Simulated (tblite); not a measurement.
C5H12O2.
Numbering: `[CH3:1][O:2][C:3]([CH3:4])([CH3:5])[CH2:6][OH:7]` (hydrogens: H8, H9, H10 on C1; H11, H12, H13 on C4; H14, H15, H16 on C5; H17, H18 on C6; H19 on O7)

Computed with GFN2-xTB (tblite), gas phase: Langevin dynamics at 300 K from the optimised GFN2-xTB geometry, time step 0.5 fs, friction 0.01 fs⁻¹, 2000 steps. The instantaneous temperature is 2·E(kin)/(3Nk) with all 3N coordinates.

```json
{"t (fs)": "0", "T (K)": "244", "E(pot) above start (eV)": "0.000", "C1–O2 (Å)": "1.405", "O2–C3 (Å)": "1.432", "C3–C4 (Å)": "1.531", "C3–C5 (Å)": "1.531", "C3–C6 (Å)": "1.545", "C1–H8 (Å)": "1.095", "C1–O2–C3–C4 (°)": "62"}
{"t (fs)": "25", "T (K)": "168", "E(pot) above start (eV)": "0.478", "C1–O2 (Å)": "1.406", "O2–C3 (Å)": "1.423", "C3–C4 (Å)": "1.519", "C3–C5 (Å)": "1.543", "C3–C6 (Å)": "1.536", "C1–H8 (Å)": "1.122", "C1–O2–C3–C4 (°)": "58"}
{"t (fs)": "50", "T (K)": "197", "E(pot) above start (eV)": "0.580", "C1–O2 (Å)": "1.378", "O2–C3 (Å)": "1.423", "C3–C4 (Å)": "1.507", "C3–C5 (Å)": "1.583", "C3–C6 (Å)": "1.545", "C1–H8 (Å)": "1.114", "C1–O2–C3–C4 (°)": "56"}
{"t (fs)": "75", "T (K)": "301", "E(pot) above start (eV)": "0.437", "C1–O2 (Å)": "1.426", "O2–C3 (Å)": "1.399", "C3–C4 (Å)": "1.530", "C3–C5 (Å)": "1.552", "C3–C6 (Å)": "1.578", "C1–H8 (Å)": "1.115", "C1–O2–C3–C4 (°)": "47"}
{"t (fs)": "100", "T (K)": "312", "E(pot) above start (eV)": "0.508", "C1–O2 (Å)": "1.453", "O2–C3 (Å)": "1.450", "C3–C4 (Å)": "1.510", "C3–C5 (Å)": "1.483", "C3–C6 (Å)": "1.561", "C1–H8 (Å)": "1.045", "C1–O2–C3–C4 (°)": "53"}
{"t (fs)": "125", "T (K)": "368", "E(pot) above start (eV)": "0.662", "C1–O2 (Å)": "1.408", "O2–C3 (Å)": "1.487", "C3–C4 (Å)": "1.535", "C3–C5 (Å)": "1.515", "C3–C6 (Å)": "1.605", "C1–H8 (Å)": "1.075", "C1–O2–C3–C4 (°)": "53"}
{"t (fs)": "150", "T (K)": "265", "E(pot) above start (eV)": "0.772", "C1–O2 (Å)": "1.366", "O2–C3 (Å)": "1.424", "C3–C4 (Å)": "1.577", "C3–C5 (Å)": "1.549", "C3–C6 (Å)": "1.526", "C1–H8 (Å)": "1.133", "C1–O2–C3–C4 (°)": "52"}
{"t (fs)": "175", "T (K)": "342", "E(pot) above start (eV)": "0.662", "C1–O2 (Å)": "1.395", "O2–C3 (Å)": "1.449", "C3–C4 (Å)": "1.503", "C3–C5 (Å)": "1.556", "C3–C6 (Å)": "1.547", "C1–H8 (Å)": "1.133", "C1–O2–C3–C4 (°)": "48"}
{"t (fs)": "200", "T (K)": "425", "E(pot) above start (eV)": "0.692", "C1–O2 (Å)": "1.420", "O2–C3 (Å)": "1.476", "C3–C4 (Å)": "1.509", "C3–C5 (Å)": "1.571", "C3–C6 (Å)": "1.545", "C1–H8 (Å)": "1.085", "C1–O2–C3–C4 (°)": "51"}
{"t (fs)": "225", "T (K)": "421", "E(pot) above start (eV)": "0.731", "C1–O2 (Å)": "1.404", "O2–C3 (Å)": "1.416", "C3–C4 (Å)": "1.532", "C3–C5 (Å)": "1.552", "C3–C6 (Å)": "1.513", "C1–H8 (Å)": "1.089", "C1–O2–C3–C4 (°)": "74"}
{"t (fs)": "250", "T (K)": "291", "E(pot) above start (eV)": "0.851", "C1–O2 (Å)": "1.421", "O2–C3 (Å)": "1.484", "C3–C4 (Å)": "1.495", "C3–C5 (Å)": "1.523", "C3–C6 (Å)": "1.573", "C1–H8 (Å)": "1.082", "C1–O2–C3–C4 (°)": "87"}
{"t (fs)": "275", "T (K)": "344", "E(pot) above start (eV)": "0.585", "C1–O2 (Å)": "1.394", "O2–C3 (Å)": "1.412", "C3–C4 (Å)": "1.509", "C3–C5 (Å)": "1.565", "C3–C6 (Å)": "1.555", "C1–H8 (Å)": "1.118", "C1–O2–C3–C4 (°)": "99"}
{"t (fs)": "300", "T (K)": "216", "E(pot) above start (eV)": "0.971", "C1–O2 (Å)": "1.369", "O2–C3 (Å)": "1.437", "C3–C4 (Å)": "1.543", "C3–C5 (Å)": "1.596", "C3–C6 (Å)": "1.528", "C1–H8 (Å)": "1.050", "C1–O2–C3–C4 (°)": "98"}
{"t (fs)": "325", "T (K)": "322", "E(pot) above start (eV)": "0.666", "C1–O2 (Å)": "1.408", "O2–C3 (Å)": "1.417", "C3–C4 (Å)": "1.495", "C3–C5 (Å)": "1.559", "C3–C6 (Å)": "1.570", "C1–H8 (Å)": "1.062", "C1–O2–C3–C4 (°)": "96"}
{"t (fs)": "350", "T (K)": "317", "E(pot) above start (eV)": "0.919", "C1–O2 (Å)": "1.480", "O2–C3 (Å)": "1.436", "C3–C4 (Å)": "1.558", "C3–C5 (Å)": "1.543", "C3–C6 (Å)": "1.591", "C1–H8 (Å)": "1.077", "C1–O2–C3–C4 (°)": "84"}
{"t (fs)": "375", "T (K)": "343", "E(pot) above start (eV)": "0.778", "C1–O2 (Å)": "1.431", "O2–C3 (Å)": "1.467", "C3–C4 (Å)": "1.566", "C3–C5 (Å)": "1.515", "C3–C6 (Å)": "1.486", "C1–H8 (Å)": "1.124", "C1–O2–C3–C4 (°)": "72"}
{"t (fs)": "400", "T (K)": "280", "E(pot) above start (eV)": "0.900", "C1–O2 (Å)": "1.410", "O2–C3 (Å)": "1.461", "C3–C4 (Å)": "1.552", "C3–C5 (Å)": "1.539", "C3–C6 (Å)": "1.587", "C1–H8 (Å)": "1.102", "C1–O2–C3–C4 (°)": "68"}
{"t (fs)": "425", "T (K)": "424", "E(pot) above start (eV)": "0.761", "C1–O2 (Å)": "1.368", "O2–C3 (Å)": "1.418", "C3–C4 (Å)": "1.560", "C3–C5 (Å)": "1.509", "C3–C6 (Å)": "1.552", "C1–H8 (Å)": "1.109", "C1–O2–C3–C4 (°)": "70"}
{"t (fs)": "450", "T (K)": "480", "E(pot) above start (eV)": "0.683", "C1–O2 (Å)": "1.413", "O2–C3 (Å)": "1.516", "C3–C4 (Å)": "1.532", "C3–C5 (Å)": "1.511", "C3–C6 (Å)": "1.517", "C1–H8 (Å)": "1.122", "C1–O2–C3–C4 (°)": "84"}
{"t (fs)": "475", "T (K)": "334", "E(pot) above start (eV)": "0.967", "C1–O2 (Å)": "1.413", "O2–C3 (Å)": "1.425", "C3–C4 (Å)": "1.524", "C3–C5 (Å)": "1.530", "C3–C6 (Å)": "1.671", "C1–H8 (Å)": "1.088", "C1–O2–C3–C4 (°)": "92"}
{"t (fs)": "500", "T (K)": "344", "E(pot) above start (eV)": "0.915", "C1–O2 (Å)": "1.428", "O2–C3 (Å)": "1.474", "C3–C4 (Å)": "1.518", "C3–C5 (Å)": "1.528", "C3–C6 (Å)": "1.600", "C1–H8 (Å)": "1.041", "C1–O2–C3–C4 (°)": "98"}
{"t (fs)": "525", "T (K)": "331", "E(pot) above start (eV)": "0.771", "C1–O2 (Å)": "1.442", "O2–C3 (Å)": "1.476", "C3–C4 (Å)": "1.542", "C3–C5 (Å)": "1.536", "C3–C6 (Å)": "1.504", "C1–H8 (Å)": "1.062", "C1–O2–C3–C4 (°)": "106"}
{"t (fs)": "550", "T (K)": "336", "E(pot) above start (eV)": "0.685", "C1–O2 (Å)": "1.431", "O2–C3 (Å)": "1.383", "C3–C4 (Å)": "1.544", "C3–C5 (Å)": "1.528", "C3–C6 (Å)": "1.613", "C1–H8 (Å)": "1.106", "C1–O2–C3–C4 (°)": "114"}
{"t (fs)": "575", "T (K)": "332", "E(pot) above start (eV)": "0.619", "C1–O2 (Å)": "1.415", "O2–C3 (Å)": "1.494", "C3–C4 (Å)": "1.536", "C3–C5 (Å)": "1.509", "C3–C6 (Å)": "1.546", "C1–H8 (Å)": "1.111", "C1–O2–C3–C4 (°)": "106"}
{"t (fs)": "600", "T (K)": "324", "E(pot) above start (eV)": "0.642", "C1–O2 (Å)": "1.357", "O2–C3 (Å)": "1.474", "C3–C4 (Å)": "1.569", "C3–C5 (Å)": "1.512", "C3–C6 (Å)": "1.531", "C1–H8 (Å)": "1.103", "C1–O2–C3–C4 (°)": "103"}
{"t (fs)": "625", "T (K)": "274", "E(pot) above start (eV)": "0.682", "C1–O2 (Å)": "1.376", "O2–C3 (Å)": "1.401", "C3–C4 (Å)": "1.540", "C3–C5 (Å)": "1.552", "C3–C6 (Å)": "1.614", "C1–H8 (Å)": "1.095", "C1–O2–C3–C4 (°)": "99"}
{"t (fs)": "650", "T (K)": "329", "E(pot) above start (eV)": "0.643", "C1–O2 (Å)": "1.447", "O2–C3 (Å)": "1.467", "C3–C4 (Å)": "1.495", "C3–C5 (Å)": "1.530", "C3–C6 (Å)": "1.518", "C1–H8 (Å)": "1.087", "C1–O2–C3–C4 (°)": "81"}
{"t (fs)": "675", "T (K)": "353", "E(pot) above start (eV)": "0.679", "C1–O2 (Å)": "1.440", "O2–C3 (Å)": "1.392", "C3–C4 (Å)": "1.630", "C3–C5 (Å)": "1.536", "C3–C6 (Å)": "1.602", "C1–H8 (Å)": "1.136", "C1–O2–C3–C4 (°)": "65"}
{"t (fs)": "700", "T (K)": "243", "E(pot) above start (eV)": "0.755", "C1–O2 (Å)": "1.408", "O2–C3 (Å)": "1.460", "C3–C4 (Å)": "1.563", "C3–C5 (Å)": "1.437", "C3–C6 (Å)": "1.541", "C1–H8 (Å)": "1.082", "C1–O2–C3–C4 (°)": "45"}
{"t (fs)": "725", "T (K)": "297", "E(pot) above start (eV)": "0.676", "C1–O2 (Å)": "1.374", "O2–C3 (Å)": "1.529", "C3–C4 (Å)": "1.526", "C3–C5 (Å)": "1.485", "C3–C6 (Å)": "1.531", "C1–H8 (Å)": "1.078", "C1–O2–C3–C4 (°)": "47"}
{"t (fs)": "750", "T (K)": "250", "E(pot) above start (eV)": "0.728", "C1–O2 (Å)": "1.353", "O2–C3 (Å)": "1.441", "C3–C4 (Å)": "1.569", "C3–C5 (Å)": "1.514", "C3–C6 (Å)": "1.567", "C1–H8 (Å)": "1.123", "C1–O2–C3–C4 (°)": "56"}
{"t (fs)": "775", "T (K)": "248", "E(pot) above start (eV)": "0.599", "C1–O2 (Å)": "1.433", "O2–C3 (Å)": "1.496", "C3–C4 (Å)": "1.530", "C3–C5 (Å)": "1.503", "C3–C6 (Å)": "1.521", "C1–H8 (Å)": "1.082", "C1–O2–C3–C4 (°)": "58"}
{"t (fs)": "800", "T (K)": "235", "E(pot) above start (eV)": "0.543", "C1–O2 (Å)": "1.435", "O2–C3 (Å)": "1.428", "C3–C4 (Å)": "1.525", "C3–C5 (Å)": "1.526", "C3–C6 (Å)": "1.571", "C1–H8 (Å)": "1.072", "C1–O2–C3–C4 (°)": "63"}
{"t (fs)": "825", "T (K)": "234", "E(pot) above start (eV)": "0.672", "C1–O2 (Å)": "1.410", "O2–C3 (Å)": "1.401", "C3–C4 (Å)": "1.544", "C3–C5 (Å)": "1.511", "C3–C6 (Å)": "1.625", "C1–H8 (Å)": "1.106", "C1–O2–C3–C4 (°)": "72"}
{"t (fs)": "850", "T (K)": "268", "E(pot) above start (eV)": "0.621", "C1–O2 (Å)": "1.406", "O2–C3 (Å)": "1.434", "C3–C4 (Å)": "1.526", "C3–C5 (Å)": "1.540", "C3–C6 (Å)": "1.556", "C1–H8 (Å)": "1.109", "C1–O2–C3–C4 (°)": "76"}
{"t (fs)": "875", "T (K)": "245", "E(pot) above start (eV)": "0.721", "C1–O2 (Å)": "1.434", "O2–C3 (Å)": "1.429", "C3–C4 (Å)": "1.538", "C3–C5 (Å)": "1.554", "C3–C6 (Å)": "1.572", "C1–H8 (Å)": "1.078", "C1–O2–C3–C4 (°)": "76"}
{"t (fs)": "900", "T (K)": "301", "E(pot) above start (eV)": "0.600", "C1–O2 (Å)": "1.432", "O2–C3 (Å)": "1.441", "C3–C4 (Å)": "1.536", "C3–C5 (Å)": "1.502", "C3–C6 (Å)": "1.565", "C1–H8 (Å)": "1.094", "C1–O2–C3–C4 (°)": "72"}
{"t (fs)": "925", "T (K)": "276", "E(pot) above start (eV)": "0.722", "C1–O2 (Å)": "1.422", "O2–C3 (Å)": "1.482", "C3–C4 (Å)": "1.491", "C3–C5 (Å)": "1.561", "C3–C6 (Å)": "1.553", "C1–H8 (Å)": "1.091", "C1–O2–C3–C4 (°)": "74"}
{"t (fs)": "950", "T (K)": "413", "E(pot) above start (eV)": "0.413", "C1–O2 (Å)": "1.389", "O2–C3 (Å)": "1.450", "C3–C4 (Å)": "1.534", "C3–C5 (Å)": "1.551", "C3–C6 (Å)": "1.581", "C1–H8 (Å)": "1.066", "C1–O2–C3–C4 (°)": "67"}
{"t (fs)": "975", "T (K)": "248", "E(pot) above start (eV)": "0.885", "C1–O2 (Å)": "1.395", "O2–C3 (Å)": "1.373", "C3–C4 (Å)": "1.583", "C3–C5 (Å)": "1.532", "C3–C6 (Å)": "1.544", "C1–H8 (Å)": "1.087", "C1–O2–C3–C4 (°)": "62"}
{"t (fs)": "1000", "T (K)": "362", "E(pot) above start (eV)": "0.641", "C1–O2 (Å)": "1.404", "O2–C3 (Å)": "1.483", "C3–C4 (Å)": "1.528", "C3–C5 (Å)": "1.517", "C3–C6 (Å)": "1.588", "C1–H8 (Å)": "1.123", "C1–O2–C3–C4 (°)": "63"}
```

Q: From 500 fs on, how do temperature and potential energy compare with equipartition?

A: The mean temperature of these 21 frames is 297 K against the target 300 K, and the mean potential energy 0.68 eV against 51 × kT/2 = 0.66 eV for 51 classical harmonic modes. For 19 atoms in a canonical ensemble the temperature itself scatters by T·√(2/(3N)) = 56 K; here its standard deviation is 49 K. The whole run lasts only 10 friction times of 100 fs, so these averages carry a wide statistical error.

Q: What are the kinetic and total energies of the listed frame with the highest potential energy?

A: The one at 300 fs, 0.971 eV above the start. Its kinetic energy is 3NkT/2 = 0.530 eV at 216 K, so the sum is 1.50 eV; over the listed frames the sum runs from 0.60 to 1.86 eV, since the thermostat adds and removes energy.

Q: How much do the listed bonds fluctuate from 500 fs on?

A: 
| bond | at the start (Å) | mean (Å) | standard deviation (Å) |
| --- | --- | --- | --- |
| C1–O2 | 1.405 | 1.411 | 0.027 |
| O2–C3 | 1.432 | 1.448 | 0.041 |
| C3–C4 | 1.531 | 1.541 | 0.029 |
| C3–C5 | 1.531 | 1.522 | 0.027 |
| C3–C6 | 1.545 | 1.564 | 0.034 |
| C1–H8 | 1.095 | 1.092 | 0.022 |

The motion is classical and holds no zero-point motion.

The cost below is that of the whole dynamics run. Time: 10 s wall; peak memory 0.18 GiB. Hardware: an Arm Neoverse V1 with one thread (shared host).
